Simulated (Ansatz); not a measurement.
Diatomic ZrN, multiplicity 2 (the spin of the measured ground state). No spin–orbit coupling.

D_e counts from the fitted minimum to each atom's lowest state at the same level, without counterpoise. The lowest state of Zr differs between levels (2S+1 = 3, 5).

Codes used: Ansatz (Gaussian basis) for Hartree–Fock, density functionals and correlated methods. Each number belongs to the level named beside it. In def2 rows elements past Kr take small-core potentials, without spin–orbit coupling.

```tsv
level	bond energy D_e (kJ/mol)
SVWN5/def2-TZVPP	762.1
r2SCAN/def2-TZVPP	559.4
B97M-V/def2-TZVPP	558.4
B3LYP/def2-TZVPP	575.6
BHLYP/def2-TZVPP	[?]
CAM-B3LYP/def2-TZVPP	559.5
wB97X-V/def2-TZVPP	574.7
wB97M-V/def2-TZVPP	551.9
```

Question: Some entries are withheld; supply them.

Answer: 
- BHLYP/def2-TZVPP, bond energy D_e (kJ/mol): 466.7

Ansatz is an electronic-structure program.
